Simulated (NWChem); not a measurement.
System: thionyl fluoride (SOF2); SMILES O=S(F)F

Excerpt of the output:

```
             Northwest Computational Chemistry Package (NWChem) 7.3.0
             --------------------------------------------------------

 CS  symmetry detected

                             Geometry "geometry" -> ""
                             -------------------------

 Output coordinates in angstroms (scale by  1.889725989 to convert to a.u.)

  No.       Tag          Charge          X              Y              Z
 ---- ---------------- ---------- -------------- -------------- --------------
    1 O                    8.0000    -0.36352222    -1.38328485     0.00000000
    2 S                   16.0000     0.40715732    -0.17034511     0.00000000
    3 F                    9.0000    -0.20035219     0.76621114     1.16896513
    4 F                    9.0000    -0.20035219     0.76621114    -1.16896513

 Effective nuclear repulsion energy (a.u.)     190.8287780799

      Symmetry information
      --------------------

 Group name             Cs
 Group number              2
 Group order               2
 No. of unique centers     3

                                 NWChem DFT Module
                                 -----------------

 Summary of "ao basis" -> "ao basis" (spherical)
 ------------------------------------------------------------------------------
       Tag                 Description            Shells   Functions and Types
 ---------------- ------------------------------  ------  ---------------------
 O                          6-31+g*                  8       18   4s3p1d
 S                          6-31+g*                 10       22   5s4p1d
 F                          6-31+g*                  8       18   4s3p1d

      Symmetry analysis of basis
      --------------------------

        a'         47
        a"         29

            General Information
            -------------------
          SCF calculation type: DFT
          Wavefunction type:  closed shell.
          No. of atoms     :     4
          No. of electrons :    42
           Alpha electrons :    21
            Beta electrons :    21
          Charge           :     0
          Spin multiplicity:     1
          Use of symmetry is: on ; symmetry adaption is: on
          Maximum number of iterations: 150
          AO basis - number of functions:    76
                     number of shells:    34
          Convergence on energy requested:  1.00D-06
          Convergence on density requested:  1.00D-05
          Convergence on gradient requested:  5.00D-04

              XC Information
              --------------
                         PBE0 Method XC Functional
                     Hartree-Fock (Exact) Exchange  0.250
          PerdewBurkeErnzerhof Exchange Functional  0.750
            Perdew 1991 LDA Correlation Functional  1.000 local
           PerdewBurkeErnz. Correlation Functional  1.000 non-local

             Grid Information
             ----------------
          Grid used for XC integration:  medium
          Radial quadrature: Mura-Knowles
          Angular quadrature: Lebedev.
          Tag              B.-S. Rad. Rad. Pts. Rad. Cut. Ang. Pts.
          ---              ---------- --------- --------- ---------
          O                   0.60       49           9.0       434
          S                   1.00       88           8.0       590
          F                   0.50       49           9.0       434
          Grid pruning is: on
          Number of quadrature shells:   186
          Spatial weights used:  Erf1

      Superposition of Atomic Density Guess
      -------------------------------------

 Sum of atomic energies:        -670.96950382

      Non-variational initial energy
      ------------------------------

 Total energy =    -671.851743
 1-e energy   =   -1311.071666
 2-e energy   =     448.391145
 HOMO         =      -0.353314
 LUMO         =       0.008101

      Symmetry analysis of molecular orbitals - initial
      -------------------------------------------------

  Numbering of irreducible representations:

     1 a'          2 a"

  Orbital symmetries:

     1 a'          2 a'          3 a"          4 a'          5 a'
     6 a'          7 a"          8 a'          9 a'         10 a"
    11 a'         12 a'         13 a"         14 a'         15 a'
    16 a'         17 a"         18 a"         19 a'         20 a"
    21 a'         22 a"         23 a'         24 a'         25 a'
    26 a"         27 a'         28 a'         29 a'         30 a"
    31 a'

     ---------------------------------------------
      Total Density - Mulliken Population Analysis
     ---------------------------------------------

    Atom       Charge   Shell Charges
 -----------   ------   -------------------------------------------------------
    1 O    8     8.91   2.00  0.96  3.06  0.96  1.86 -0.01  0.07  0.02
    2 S   16    14.05   2.00  2.00  5.97  1.24  1.77  0.45  0.32  0.04  0.04  0.22
    3 F    9     9.52   2.00  0.95  3.39  1.02  2.09 -0.05  0.11  0.01
    4 F    9     9.52   2.00  0.95  3.39  1.02  2.09 -0.05  0.11  0.01

   convergence    iter        energy       DeltaE   RMS-Dens  Diis-err
 ---------------- ----- ----------------- --------- --------- ---------
 d= 0,ls=0.0,diis     1   -672.4722549650 -8.63D+02  3.00D-02  1.57D+00
 d= 0,ls=0.0,diis     2   -672.1525785826  3.20D-01  2.07D-02  5.07D+00
 d= 0,ls=0.0,diis     3   -672.6278468027 -4.75D-01  5.22D-03  2.18D-01
 d= 0,ls=0.0,diis     4   -672.6458228740 -1.80D-02  1.62D-03  4.16D-02
 d= 0,ls=0.0,diis     5   -672.6493289573 -3.51D-03  3.45D-04  1.90D-03
  Resetting Diis
 d= 0,ls=0.0,diis     6   -672.6494944183 -1.65D-04  3.07D-05  3.47D-06
 d= 0,ls=0.0,diis     7   -672.6494948368 -4.18D-07  8.89D-06  1.07D-07

         Total DFT energy =     -672.649494836782
      One electron energy =    -1309.371940140344
           Coulomb energy =      500.670644831285
    Exchange-Corr. energy =      -54.776977607660
 Nuclear repulsion energy =      190.828778079936

 Numeric. integr. density =       42.000001028236

                  Occupations of the irreducible representations
                  ----------------------------------------------

                     irrep           alpha         beta
                     --------     --------     --------
                     a'               14.0         14.0
                     a"                7.0          7.0

                       DFT Final Molecular Orbital Analysis
                       ------------------------------------

 Vector   19  Occ=2.000000D+00  E=-4.397605D-01  Symmetry=a'
              MO Center= -5.6D-02, -4.0D-01, -2.1D-16, r^2= 2.3D+00
   Bfn.  Coefficient  Atom+Function         Bfn.  Coefficient  Atom+Function
  ----- ------------  ---------------      ----- ------------  ---------------
     4      0.400612  1 O  py                25     -0.332027  2 S  px
    43      0.279628  3 F  px                61      0.279628  4 F  px
     8      0.235616  1 O  py                28     -0.188849  2 S  s
    47      0.188353  3 F  px                65      0.188353  4 F  px
     3     -0.148993  1 O  px                44      0.125597  3 F  py

 Vector   20  Occ=2.000000D+00  E=-4.120086D-01  Symmetry=a"
              MO Center= -2.5D-01, -7.7D-01, -2.7D-16, r^2= 1.8D+00
   Bfn.  Coefficient  Atom+Function         Bfn.  Coefficient  Atom+Function
  ----- ------------  ---------------      ----- ------------  ---------------
     5      0.537200  1 O  pz                 9      0.360886  1 O  pz
    44      0.255311  3 F  py                62     -0.255311  4 F  py
    48      0.177360  3 F  py                66     -0.177360  4 F  py
    27      0.163393  2 S  pz                31      0.116425  2 S  pz
    37     -0.100065  2 S  d -1              23     -0.059190  2 S  pz

 Vector   21  Occ=2.000000D+00  E=-3.652322D-01  Symmetry=a'
              MO Center=  5.5D-02, -5.1D-01, -1.7D-15, r^2= 2.1D+00
   Bfn.  Coefficient  Atom+Function         Bfn.  Coefficient  Atom+Function
  ----- ------------  ---------------      ----- ------------  ---------------
    28      0.560082  2 S  s                  3     -0.466916  1 O  px
     7     -0.322666  1 O  px                25      0.294345  2 S  px
    24      0.251361  2 S  s                 43     -0.167112  3 F  px
    61     -0.167112  4 F  px                20     -0.129052  2 S  s
    26      0.123632  2 S  py                47     -0.123554  3 F  px

 Vector   22  Occ=0.000000D+00  E=-6.540071D-02  Symmetry=a"
              MO Center=  4.3D-01, -3.0D-01, -4.0D-15, r^2= 2.4D+00
   Bfn.  Coefficient  Atom+Function         Bfn.  Coefficient  Atom+Function
  ----- ------------  ---------------      ----- ------------  ---------------
    31      0.907922  2 S  pz                27      0.658096  2 S  pz
    50     -0.457667  3 F  s                 68      0.457667  4 F  s
     5     -0.307952  1 O  pz                 9     -0.283359  1 O  pz
    35      0.282066  2 S  pz                23     -0.223102  2 S  pz
    13     -0.217142  1 O  pz                46     -0.177073  3 F  s

 Vector   23  Occ=0.000000D+00  E=-2.341451D-02  Symmetry=a'
              MO Center=  4.8D-01, -8.5D-02,  1.5D-13, r^2= 3.2D+00
   Bfn.  Coefficient  Atom+Function         Bfn.  Coefficient  Atom+Function
  ----- ------------  ---------------      ----- ------------  ---------------
    30      1.002113  2 S  py                10      0.660571  1 O  s
    26      0.558096  2 S  py                34      0.481410  2 S  py
    50     -0.478440  3 F  s                 68     -0.478440  4 F  s
    28      0.361397  2 S  s                 11      0.262604  1 O  px
    24      0.256466  2 S  s                 25     -0.247291  2 S  px

[...]
```

Level: PBE0/6-31+G* (spherical d). Structure relaxed at the PBE0/def2-SVP level.

Question: Write an input that gives this output.

Answer: This is not unique; one that fits is the input that was run:
```
start job
memory heap 200 mb stack 900 mb global 1100 mb
geometry units angstroms noautoz
  O      0.005986    -1.371071    -0.389891
  S      0.000753    -0.172811     0.403403
  F      1.165575     0.780066    -0.186427
  F     -1.172333     0.769866    -0.186440
end
basis spherical
  O library 6-31+g*
  S library 6-31+g*
  F library 6-31+g*
end
dft
  xc pbe0
  iterations 150
  mulliken
end
task dft energy
```
